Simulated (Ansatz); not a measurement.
Cost and result up the ladder for Ga₃O₈H₇, a hydroxylated oxide cluster (18 atoms). Total charge 0; singlet. Geometry: PBE-D4/def2-SVP.

```xyz
18

Ga    0.0382   -1.3347    1.2640
Ga    1.4829    0.5390   -0.4025
Ga   -1.3251    0.8594   -0.8152
O     0.9553   -1.4503    2.8175
O    -2.1121    2.4817   -0.9293
O    -2.2882   -0.6368   -1.2058
O    -0.1210    0.5069    0.6256
O     2.9182    1.6151   -0.4072
O    -1.3682   -2.3485    0.8146
O     1.6121   -1.3265   -0.0305
O     0.3541    0.7934   -1.9255
H     0.3971   -1.8244    3.5228
H    -1.8399    3.0510   -0.1852
H    -3.2295   -0.4297   -1.3512
H     3.3573    1.6568    0.4623
H    -1.8258   -1.9076    0.0526
H     2.4460   -1.7197    0.2873
H     0.5485    1.4753   -2.5942
```

Ansatz on 4 threads of Arm Neoverse V1 on a shared host. Times are rough, and most runs start from the orbitals of an earlier one. r2SCAN0-D4/def2-TZVP serves as the yardstick here, not as an exact answer. Differences are given only for rows in sets of like size (and for xTB, whose basis is part of the method), since another set adds its own error. Binding counts from free atoms at the same level (Ga doublet, O triplet, H doublet; other spins of the atoms weren't run), without zero-point energy or a counterpoise term.

Correlated methods freeze 35 core orbitals; core or outer-core shells of Ga are correlated, in sets that lack core-valence functions. The rows differ in basis, and correlated rows in double-zeta sets carry the largest basis error.

Correlated methods converge slowly with the basis, most of all in double-zeta sets.

```
                         level  functions  wall time  binding energy per atom (eV)  difference from r2SCAN0-D4/def2-TZVP (eV)
               PBE-D4/def2-SVP        243        6 s                          3.98                                          –
              PBE0-D4/def2-SVP        243       11 s                          3.84                                          –
                  MP2/def2-SVP        243       13 s                          3.83                                          –
PBE-D4/def2-TZVP (with forces)        434       15 s                          3.95                                       0.18
           r2SCAN-D4/def2-TZVP        434       26 s                          3.90                                       0.13
             PBE0-D4/def2-TZVP        434       36 s                          3.82                                       0.04
          r2SCAN0-D4/def2-TZVP        434       46 s                          3.77                                       0.00
          r2SCANh-D4/def2-TZVP        434       47 s                          3.85                                       0.08
```
